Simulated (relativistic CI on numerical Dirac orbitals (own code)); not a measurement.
Sensitivity of the levels of Cr20+ to α and to the nuclear radius

Computed by Dirac-Coulomb-Breit CI, orbitals from a KLI potential per configuration, derivatives by finite differences, unscaled Slater integrals, QED left out (own radial code, finite nucleus).

CI space (outside the closed core 1s2): 2s², 2s2p, 2p², 2p3s, 2p3p, 2s3s, 2s3p, 2s3d. Levels of other configurations are missing.

With x = (α/α₀)² − 1 an excitation energy changes as ω = ω₀ + qx; K = 2q/ω₀ is the relative enhancement. Terms are leading LS components, so labels can repeat. The field-shift factor is F = δν/δ⟨r²⟩ for the transition from the lowest level.

Lowest level 2s² ¹S0.

| Level | ω₀ (cm⁻¹) | q (cm⁻¹) | F (GHz/fm²) |
| --- | --- | --- | --- |
| 2s2p ³P°0 | 321875 | 10670 | -63 |
| 2s2p ³P°1 | 344979 | 29530 | -63.1 |
| 2s2p ³P°2 | 408333 | 98580 | -63.2 |
| 2s2p ¹P°1 | 683217 | 81870 | -65.5 |
| 2p² ³P0 | 873887 | 57440 | -132 |
| 2p² ³P1 | 919403 | 117000 | -133 |
| 2p² ³P2 | 956248 | 136700 | -133 |
| 2p² ¹D2 | 1064160 | 182300 | -133 |
| 2p² ¹S0 | 1273420 | 173000 | -128 |
| 2s3s ³S1 | 7473580 | 72870 | -39.7 |
| 2s3s ¹S0 | 7536268 | 75090 | -40.9 |
| 2s3p ³P°1 | 7631308 | 78460 | -59.2 |
| 2s3p ³P°0 | 7631342 | 76810 | -58.1 |
| 2s3p ¹P°1 | 7652899 | 102400 | -61 |
| 2s3p ³P°2 | 7656414 | 102200 | -58.1 |
| 2s3d ³D1 | 7732360 | 101700 | -58.8 |
| 2s3d ³D2 | 7735523 | 104600 | -58.4 |
| 2s3d ³D3 | 7740775 | 109900 | -58.1 |
| 2s3d ¹D2 | 7801418 | 107000 | -58.5 |
| 2p3s ³P°0 | 7880461 | 87540 | -109 |
| 2p3s ³P°1 | 7895073 | 94220 | -108 |
| 2p3s ³P°2 | 7970057 | 178800 | -109 |
| 2p3p ³D1 | 7979303 | 92580 | -127 |

At this charge energies of transitions that change n are usually good to better than 1 %, and those within a shell (Δn = 0) to a few per cent.

Problem. Which transition from the lowest level has the largest |K|?

Solution. 2s2p ³P°2 at 408333 cm⁻¹, K = 0.483.
